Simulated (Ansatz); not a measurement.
Hf3O12H12, a hydroxylated oxide cluster was relaxed with PBE-D4 (def2-SVP) in Ansatz in these states: charge -1 doublet, neutral singlet. The geometries follow in no particular order.

In the def2 sets Hf takes a core potential; there is no spin–orbit coupling.

A:

```csv
atom,x (Å),y (Å),z (Å)
Hf1,-1.353,1.195,-0.103
Hf2,2.229,0.497,-0.917
Hf3,0.395,-1.521,1.047
O4,-4.213,-0.924,1.182
O5,0.245,-3.420,0.464
O6,-1.359,1.002,-2.056
O7,0.528,0.420,0.294
O8,0.606,-1.824,3.002
O9,-3.314,1.461,0.539
O10,-1.574,-0.785,0.873
O11,1.368,0.547,-2.753
O12,2.493,-1.098,0.599
O13,-0.650,2.989,0.339
O14,2.078,2.492,-0.520
O15,4.183,0.307,-1.293
H16,-4.438,-1.230,0.283
H17,-4.030,0.061,1.022
H18,0.315,-3.640,-0.483
H19,-0.469,0.924,-2.496
H20,0.794,-2.699,3.388
H21,-3.618,2.308,0.905
H22,-2.506,-1.069,1.114
H23,1.235,-0.366,-3.086
H24,3.064,-1.834,0.301
H25,0.318,3.082,0.144
H26,2.695,3.092,-0.976
H27,4.978,0.032,-0.813
```

B:

```
atom   x (Å)   y (Å)   z (Å)
 Hf1   1.644   0.233   0.698
 Hf2  -1.433   1.895  -0.824
 Hf3  -0.955  -1.546  -0.648
  O4   2.557  -3.233   1.663
  O5  -2.131  -2.548   0.537
  O6   0.773   1.017   2.268
  O7  -0.113   0.336  -0.488
  O8  -0.702  -2.452  -2.350
  O9   3.343  -0.737   1.326
 O10   0.842  -1.793   0.378
 O11  -1.437   2.475   1.083
 O12  -2.429  -0.034  -1.179
 O13   2.361   1.648  -0.452
 O14   0.055   2.863  -1.752
 O15  -2.984   2.802  -1.620
 H16   2.292  -3.252   2.602
 H17   3.068  -2.364   1.590
 H18  -2.596  -2.774   1.352
 H19   0.022   1.642   2.120
 H20  -0.687  -3.239  -2.911
 H21   4.263  -0.474   1.155
 H22   1.381  -2.535   0.830
 H23  -1.844   3.258   1.489
 H24  -3.359  -0.150  -1.439
 H25   1.792   2.210  -1.031
 H26   0.025   3.700  -2.243
 H27  -3.748   3.053  -2.153
```

Judge from the bond lengths which geometry belongs to which state (an estimate).

A is the charge -1 doublet (Hf2–Hf3 3.360 Å, Hf1–Hf2 3.739 Å, Hf1–O7 2.073 Å); B is the neutral singlet (Hf2–Hf3 3.479 Å, Hf1–Hf2 3.814 Å, Hf1–O7 2.122 Å).

At PBE-D4/def2-SVP the highest occupied level of the relaxed charge -1 doublet lies above zero (up to 1.00 eV). Energy differences disagree on whether the electron is bound (positive means bound): -0.16 eV (each at its own geometry, to the charge 0 singlet, at PBE0-D4/def2-TZVP), but 0.07 eV at PBE-D4/def2-TZVP.
